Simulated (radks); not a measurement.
The numbers below are computed, except where a source is named.
Valence configurations of Pt (all share [Xe]). Level of theory: Dirac Kohn-Sham, PBEsol, spin-unpolarised, spherical densities, point nucleus; open shells fill j = l - 1/2 first (a radial shooting solver on a logarithmic mesh with Libxc functionals). Energies are relative to 4f14 5d9 6s1; eigenvalues in eV.

\begin{tabular}{lrrrrrr}
valence & E (eV) & e(4f5/2) & e(4f7/2) & e(5d3/2) & e(5d5/2) & e(6p1/2) \\ \hline
4f14 5d9 6s1 & 0.000 & -71.764 & -68.309 & -6.954 & -5.626 & - \\
4f14 5d8 6s2 & 0.404 & -74.486 & -71.030 & -8.845 & -7.433 & - \\
4f14 5d10 & 0.499 & -69.392 & -65.937 & -5.284 & -4.034 & - \\
4f14 5d8 6s1 6p1 & 5.467 & -76.041 & -72.586 & -10.321 & -8.888 & -2.400 \\
4f14 5d7 6s1 6p2 & 12.998 & -80.376 & -76.919 & -13.559 & -12.022 & -3.436 \\
4f14 5d7 6p3 & 19.924 & -82.179 & -78.722 & -15.218 & -13.657 & -4.294 \\
4f13 5d10 6s1 & 67.616 & -82.635 & -79.066 & -7.929 & -6.452 & - \\
4f13 5d9 6s2 & 68.947 & -85.589 & -82.019 & -10.028 & -8.466 & - \\
4f13 5d9 6s1 6p1 & 74.103 & -87.199 & -83.629 & -11.572 & -9.990 & -2.381 \\
4f12 5d9 6s1 6p2 & 162.82 & -103.49 & -99.798 & -16.462 & -14.625 & -3.464 \\
\end{tabular}

NIST lists [Xe] 4f14 5d9 6s1 as the ground configuration; this level of theory agrees among the configurations tried. The energies are those of spherical spin-averaged densities, not of single terms.
